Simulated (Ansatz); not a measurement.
Total energies of the cluster Be₅Se₄ from Ansatz at PBE0-D4/def2-SVP, gas phase (1 Eh = 27.2114 eV = 2625.5 kJ/mol). The reference geometry is relaxed at B3LYP-D4/def2-SVP.

| atom | x (Å) | y (Å) | z (Å) |
| --- | --- | --- | --- |
| Be1 | 0.5783 | -1.9994 | 0.6096 |
| Be2 | 0.0243 | -0.0849 | 2.3513 |
| Be3 | -0.2231 | 1.9158 | 0.3480 |
| Be4 | -0.1440 | -1.7390 | -1.2885 |
| Be5 | -0.0994 | 0.7327 | -2.2336 |
| Se6 | 1.1746 | -1.7433 | 2.5459 |
| Se7 | -1.1916 | 1.5162 | 2.0823 |
| Se8 | 0.7396 | 2.3683 | -1.3765 |
| Se9 | -0.8587 | -0.9664 | -3.0386 |

```
                 state   geometry  energy (Eh)
      charge 0 singlet  reference  -9677.79629
     charge -1 doublet  reference  -9677.84966
free Be atom (singlet)          –    -14.61855
free Se atom (triplet)          –  -2400.91098
```

(1) Work out the vertical electron affinity, to the doublet.

(2) What is the binding energy per atom against free atoms?

(1) E(charge 0 singlet) − E(charge -1 doublet) = -9677.79629 − (-9677.84966) = 0.05337 Eh = 1.45 eV. The basis lacks diffuse functions, which makes affinities too small.

(2) Atoms: 5 × (-14.61855) + 4 × (-2400.91098) = -9676.73667 Eh. Binding: -9676.73667 − (-9677.79629) = 1.05962 Eh = 28.83 eV, or 3.20 eV for each of 9 atoms (no zero-point energy, no counterpoise term).

The structure comes from a short search, and lower isomers may exist.
